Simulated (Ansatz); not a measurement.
Zn3Se3⁺. Charge 1, multiplicity 2. Geometry PBE-D4/def2-SVP.

```xyz
6

Zn   -0.765   -1.139    0.415
Zn    0.764    1.182    0.520
Zn    1.995   -1.401   -1.801
Se    1.639   -1.063    0.692
Se   -1.331    2.129    0.713
Se   -2.302    0.291   -0.539
```

At HF/STO-3G the charge 1 doublet is spin-contaminated (final ⟨S²⟩ up to 5.38, 0.75 for a pure state). Another isomer (doublet) lies 0.24 eV lower at PBE0-D4/def2-SVP; other spin states weren't run for this one.

(1) Estimate the α-spin orbital energies around the gap (eV) in Ansatz with HF/STO-3G, PBE-D4/def2-SVP, r2SCAN-D4/def2-SVP, PBE0-D4/def2-SVP, BHLYP-D4/def2-SVP.

Results:

(1) 
| orbital | HF/STO-3G | PBE-D4/def2-SVP | r2SCAN-D4/def2-SVP | PBE0-D4/def2-SVP | BHLYP-D4/def2-SVP |
| --- | --- | --- | --- | --- | --- |
| HOMO−5 | -13.90 | -12.35 | -12.63 | -13.28 | -13.98 |
| HOMO−4 | -12.90 | -11.46 | -11.75 | -12.49 | -13.29 |
| HOMO−3 | -12.49 | -11.24 | -11.52 | -12.27 | -13.12 |
| HOMO−2 | -11.37 | -10.17 | -10.42 | -11.14 | -11.92 |
| HOMO−1 | -10.92 | -9.57 | -9.95 | -10.50 | -11.23 |
| HOMO | -9.99 | -9.00 | -9.19 | -9.92 | -10.70 |
| LUMO | -2.05 | -7.32 | -7.19 | -6.57 | -5.81 |
| LUMO+1 | -1.91 | -7.06 | -6.93 | -6.27 | -5.46 |
| LUMO+2 | -0.93 | -6.53 | -6.41 | -5.59 | -4.52 |
| LUMO+3 | -0.21 | -5.55 | -5.47 | -4.77 | -3.78 |
| LUMO+4 | 0.53 | -5.32 | -5.28 | -4.56 | -3.60 |
| LUMO+5 | 1.82 | -4.91 | -4.73 | -4.09 | -3.04 |
| β HOMO | -10.57 | -8.99 | -9.19 | -9.92 | -10.70 |
| β LUMO | -2.40 | -8.69 | -8.36 | -7.83 | -7.14 |
